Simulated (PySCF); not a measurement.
hexa-1,2-dien-5-yne (C6H6), SMILES C#CCC=C=C.

Coordinates come from a ωB97X-D3(BJ)/def2-SVP optimisation. One conformer was computed; it need not be the lowest.

The numbers are results of HF/def2-TZVP in PySCF, not measurements.

The molecule is in vacuum.

- total energy = -230.65252 hartree
- highest occupied level = -10.03 eV
- lowest empty level = 3.62 eV
- orbital gap = 13.65 eV
- dipole moment = 0.56 D
- quadrupole, principal values (traceless, Buckingham form, about the centre of nuclear charge) = -4.85, -1.02, 5.87 D·Å
- mean static polarisability = 71.3 bohr³ (10.56 Å³)
- polarisability, principal values = 47.2, 54.3, 112.4 bohr³
